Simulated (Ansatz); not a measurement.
A run for Ansatz (an electronic-structure program): R-wB97M-V/def2-TZVPP on CH5S (SMILES C[SH2+]), atoms moved off the minimum. Charge +1.

Ansatz 0.2 input:
```yaml
crystal:
  periodic: [false, false, false]
  atoms:
    - {symbol: C, position_ang: [-1.20028283, -0.20035743, 0.33541399]}
    - {symbol: S, position_ang: [0.71956971, 0.14144264, -0.26585194]}
    - {symbol: H, position_ang: [-1.72898948, 0.64549999, -0.24900663]}
    - {symbol: H, position_ang: [-1.47981908, -1.19881863, 0.11431666]}
    - {symbol: H, position_ang: [-1.18244689, 0.04763842, 1.46509359]}
    - {symbol: H, position_ang: [0.95927998, 1.10947216, 0.24874255]}
    - {symbol: H, position_ang: [1.23894058, -0.71067951, 0.54728413]}
basis:
  gaussian:
    orbitals: def2-TZVPP
hamiltonian:
  xc: {name: wB97M-V}
total_charge: 1
scf: {lower_state_search: off}
output: {forces: true}
```

**Question.** What total energy does the run end on?

**Answer.** -438.9168 hartree.
